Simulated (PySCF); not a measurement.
**How good is the calculation?**

Geometry:
| atom | x (Å) | y (Å) | z (Å) |
| --- | --- | --- | --- |
| C1 | -1.887 | 0.889 | -0.722 |
| C2 | -1.789 | -0.336 | 0.173 |
| C3 | -0.575 | -1.209 | -0.126 |
| N4 | 0.682 | -0.529 | 0.063 |
| C5 | 1.502 | -0.192 | -0.975 |
| C6 | 2.747 | 0.567 | -0.569 |
| O7 | 1.255 | -0.480 | -2.129 |
| H8 | -2.767 | 1.501 | -0.473 |
| H9 | -0.996 | 1.527 | -0.617 |
| H10 | -1.958 | 0.602 | -1.783 |
| H11 | -2.692 | -0.961 | 0.065 |
| H12 | -1.766 | -0.026 | 1.233 |
| H13 | -0.604 | -2.123 | 0.492 |
| H14 | -0.584 | -1.525 | -1.180 |
| H15 | 0.931 | -0.224 | 0.995 |
| H16 | 3.350 | 0.753 | -1.465 |
| H17 | 2.484 | 1.530 | -0.105 |
| H18 | 3.341 | -0.008 | 0.158 |

Measured values that the calculation should reproduce: δ $^{13}$C C3 40.7; C2 22.5; C1 11.1; δ $^{1}$H H13/H14 3.18; H11/H12 1.55; H8/H9/H10 0.96 ppm (measured; solution, not stated per compound (mostly CDCl3 or CCl4); Pretsch, Buehlmann, Badertscher, Structure Determination of Organic Compounds, 4th ed. (2009)).

[PySCF 2.14: GIAO KT2/pcSseg-1 shieldings; coordinates at the PBE0-D3(BJ)/def2-SVP level; fast rotation and ring inversion assumed for equivalent nuclei; non-relativistic Hamiltonian; isolated molecule; single conformer]

Problem. What does the calculation give, and how does it compare?

Solution. 
Reference values: measured (solution, not stated per compound (mostly CDCl3 or CCl4); Pretsch, Buehlmann, Badertscher, Structure Determination of Organic Compounds, 4th ed. (2009)).
```tsv
atoms	quantity	reference	computed	computed, scaled
C3	δ $^{13}$C	40.7	40.7	39.2
C2	δ $^{13}$C	22.5	28.8	26.4
C1	δ $^{13}$C	11.1	12.4	8.7
H13/H14	δ $^{1}$H	3.18	3.42	–
H11/H12	δ $^{1}$H	1.55	1.28	–
H8/H9/H10	δ $^{1}$H	0.96	0.93	–
```

Computed shifts are σ(ref) − σ with the named reference compound (TMS for H and C) calculated as an isolated molecule at the same level. The measured values may be among those fitted. Empirical linear scaling, fitted to shifts measured mostly in CDCl3 for H and C (δ vs TMS): $^{13}$C: δ = 192.54 − 1.076σ (rms 1.2 ppm, 39 shifts, 2.4 ppm with the 5 outliers that the fit left out). A few per cent of atoms miss by over 2 rms, more outside the fitted compound classes.

Problem. How far are the unscaled $^{13}$C shifts from the references?

Solution. Mean signed difference +2.53 ppm, mean absolute 2.53 ppm over 3 comparisons; the largest is +6.3 ppm at C2 (sp3 CH2).

Problem. How far are the unscaled $^{1}$H shifts from the references?

Solution. Mean signed difference -0.02 ppm, mean absolute 0.18 ppm over 3 comparisons; the largest is -0.27 ppm at H11/H12 (hydrogen on an sp3 CH2).

The protons averaged at δ 3.42 differ by 1.5 ppm in this conformer, so that average is uncertain.
